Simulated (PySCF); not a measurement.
A GIAO shielding run with PySCF 2.14 (density fitting, non-relativistic, gas phase) on `C(CN([SiH2]C)[SiH3])CC#N`, C$_{5}$H$_{14}$N$_{2}$Si$_{2}$:

```
$ OMP_NUM_THREADS=1 python probes_run.py task.json out

{"job": {"kind": "nmr", "xc": "PBE0", "basis": "pcSseg-1"}, "charge": 0, "multiplicity": 1}
C     -1.319502     2.302898     0.211081
Si    -1.514396     0.731272    -0.820885
N     -0.871415    -0.662438     0.001611
Si    -1.172326    -2.267380    -0.591849
C      0.076569    -0.520851     1.089592
C      1.514343    -0.884445     0.705808
C      2.076173     0.031781    -0.386250
C      2.250635     1.373740     0.102090
N      2.392463     2.433633     0.507497
H     -0.281586     2.600236     0.325989
H     -1.749517     2.192765     1.202509
H     -1.835489     3.122572    -0.278323
H     -0.832936     0.908881    -2.118192
H     -2.932411     0.449734    -1.059676
H     -2.519798    -2.285358    -1.144764
H     -0.205270    -2.643502    -1.636048
H     -1.023459    -3.167969     0.552815
H      0.057036     0.505565     1.458197
H     -0.225984    -1.178598     1.912912
H      1.534368    -1.913751     0.343298
H      2.141298    -0.820838     1.598393
H      1.388809     0.055209    -1.235991
H      3.047643    -0.336172    -0.729736
```

Hardware: 1 thread of an Arm Neoverse N1, shared host. The job also computes population analyses, field gradients.

**Question.** How large is the calculation?

**Answer.** 86 electrons, 237 basis functions and 1265 auxiliary functions.

**Question.** How long does it take, and how much memory does it need?

**Answer.** 2.2 min of wall time, with 15 SCF cycles and 5 response iterations; peak memory 1.1 GiB. Times on a shared host scatter by some tens of per cent.
